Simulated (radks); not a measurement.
Spherical quantum dot in the effective-mass picture: electrons in a hard-walled sphere of radius 5.81, all in effective atomic units (hartree* = m*/eps^2 hartree, bohr* = eps/m* bohr), one dielectric constant everywhere. Method: non-relativistic Kohn-Sham, PBEsol, spin-polarised, spherical densities; computed with a radial shooting solver with Libxc functionals. Levels are named by radial order and angular momentum (1s, 1p, 1d, 2s, ...), and open shells are averaged over m. Results are scaled to m* = 0.23 and eps = 5.1, for which hartree* = 240.6 meV and bohr* = 1.173 nm.

N = 15, configuration 1s2 1p6 1d(up 5, down 2). This is the lowest configuration that the search found. Occupied and some empty levels:

level,occupation,eigenvalue (meV),<r> (nm)
1s up,1,798.63,4.677
1s down,1,804.97,4.652
1p up,3,816.31,4.818
1p down,3,822.92,4.804
1d up,5,847.72,4.952
1d down,2,854.56,4.944
1f up,0,891.14,5.070
1f down,0,898.15,5.065
2s up,0,937.66,3.110
2s down,0,940.38,3.100
2p up,0,994.92,3.604
2p down,0,998.62,3.593

Energy (meV): total 6727.03, kinetic 1652.1, external 0, Hartree 6028.3, exchange-correlation -953.36.
